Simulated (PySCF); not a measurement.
An unknown is described by computed data only.

Formula: C6H10Si.

| Item | Value |
| --- | --- |
| 1H NMR | chemical shifts (computed TMS as zero) by class: 4.69 (1 H), 4.62 (1 H), 3.15 (1 H), 2.02 (3 H), 1.85 (2 H), 1.71 (2 H) ppm [GIAO PBE0/pcSseg-1] |
| Dipole | 0.33 D [PBE0/def2-SVPD] |
| Polarisability | 97.5 au [PBE0/def2-SVPD] |
| NMR, other nuclei | isotropic shieldings of nuclei other than C and H, by class: 393 (1 Si) ppm [GIAO PBE0/pcSseg-1] |
| Triplet | lowest triplet excitation (Tamm–Dancoff): 5.28 eV [TDA PBE0/def2-SVPD] |
| 13C NMR | chemical shifts (computed TMS as zero) by class: 93.3 (1 C), 85.0 (1 C), 25.2 (1 C), 20.4 (2 C), 5.1 (1 C) ppm [GIAO PBE0/pcSseg-1] |
| Rotational structure | rotational constants A, B, C: 6.652, 0.943, 0.908 GHz [GFN2-xTB] |
| UV, first state | lowest singlet excitation: 5.98 eV (207 nm, f = 0.000) [TDDFT PBE0/def2-SVPD] |

Electronic properties: PySCF, gas phase, density fitting. Levels stand in brackets. Geometry: GFN2-xTB, one conformer, isolated molecule. NMR classes are plain means over equivalent atoms (diastereotopic ones count apart unless rotation or inversion swaps them), as if these changed places fast.

Problem. What is the compound? Reason from the data.

Solution. Numbering: `[CH3:1][C:2]#[C:3][CH:4]1[CH2:5][SiH2:6][CH2:7]1`. Its formula, C6H10Si, gives 3 degrees of unsaturation: 1 ring and 2 π bonds in the structure found. 6 carbons fall into 5 classes; from least to most shielded: alkyne carbon [C3] (93.3 ppm), alkyne carbon [C2] (85.0 ppm), propargylic carbon [C4] (25.2 ppm), ring sp3 carbon bound to silicon [C5/C7] (20.4 ppm, 2 C), propargylic carbon [C1] (5.1 ppm). Hydrogen classes from least to most shielded: 1 H on an SiH2 silicon, Si6 (4.69 ppm), 1 H on an SiH2 silicon, Si6 (4.62 ppm), 1 H on a propargylic carbon, C4 (3.15 ppm), 3 H on a propargylic carbon, C1 (2.02 ppm), 2 H on 2 like atoms (sp3 carbon bound to silicon), C5/C7 (1.85 ppm), 2 H on 2 like atoms (sp3 carbon bound to silicon), C5/C7 (1.71 ppm). The other shieldings belong to: 393 ppm, SiH2 silicon [Si6]. By its constants the optimised geometry is an asymmetric top. Structure: `CC#CC1C[SiH2]C1`. Computed isomers that give other values at the same levels: `C=C(C)[SiH2]C1C=C1` (13C chemical shifts (computed TMS as zero) by class: 151.3 (1 C), 133.8 (1 C), 120.3 (2 C), 28.2 (1 C), 1.7 (1 C) ppm); `C=C[C@@H]1[SiH2][C@H]1C=C` (13C chemical shifts (computed TMS as zero) by class: 150.2 (2 C), 112.0 (2 C), 25.8 (2 C) ppm); `C=CC[SiH2]C#CC` (13C chemical shifts (computed TMS as zero) by class: 144.6 (1 C), 119.3 (1 C), 114.7 (1 C), 81.8 (1 C), 25.4 (1 C), 6.1 (1 C) ppm). The assignments are read from this structure; whether some other isomer fits the data as well wasn't checked.
